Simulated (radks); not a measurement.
Values are calculated unless marked as measured or tabulated.
Trend from Rb to Xe: ionisation energy by Delta-SCF between NIST ground configurations, and size. Level of theory: scalar-relativistic Kohn-Sham, PBEsol, spin-polarised, spherical densities, finite nucleus; open shells are filled with parallel spins first (spin-orbit coupling, left out, can overturn this in heavy ions); Fermi nuclear charge, rms radius of each element as measured or else 0.836 A^(1/3) + 0.57 fm (a radial shooting solver on a logarithmic mesh with Libxc functionals).

species,configuration,IE (eV),NIST (eV),kind,outermost,<r> outermost (bohr),r at 0.001 e/bohr^3 (bohr)
Rb,[Kr] 5s1,4.229,4.177,exp.,5s,5.14,4.58
Sr,[Kr] 5s2,5.666,5.695,exp.,5s,4.32,5.27
Zr,[Kr] 4d2 5s2,6.403,6.634,exp.,5s,3.82,5.07
Nb,[Kr] 4d4 5s1,7.205,6.759,exp.,5s,3.58,4.75
Mo,[Kr] 4d5 5s1,7.498,7.092,exp.,5s,3.44,4.62
Tc,[Kr] 4d5 5s2,6.839,7.119,exp.,5s,3.51,4.75
Ru,[Kr] 4d7 5s1,7.810,7.361,exp.,5s,3.27,4.46
Rh,[Kr] 4d8 5s1,7.878,7.459,exp.,5s,3.21,4.39
Pd,[Kr] 4d10,8.957,8.337,exp.,4d,1.59,4.07
Ag,[Kr] 4d10 5s1,7.961,7.576,exp.,5s,3.11,4.24
Cd,[Kr] 4d10 5s2,9.046,8.994,exp.,5s,2.88,4.37
In,[Kr] 4d10 5s2 5p1,5.534,5.786,exp.,5p,3.66,4.63
Sn,[Kr] 4d10 5s2 5p2,7.339,7.344,exp.,5p,3.19,4.70
Sb,[Kr] 4d10 5s2 5p3,8.985,8.608,exp.,5p,2.87,4.65
Te,[Kr] 4d10 5s2 5p4,8.652,9.010,exp.,5p,2.69,4.60
I,[Kr] 4d10 5s2 5p5,10.584,10.451,exp.,5p,2.48,4.51
Xe,[Xe],12.379,12.130,exp.,5p,2.31,4.40

Reference values: NIST Atomic Spectra Database (exp. = measured, semi-emp. = semi-empirical, theory = theoretical value adopted there). Open shells are spherical and high-spin; term and fine-structure splittings are not resolved. Spin-orbit splitting is averaged out at the scalar-relativistic level.
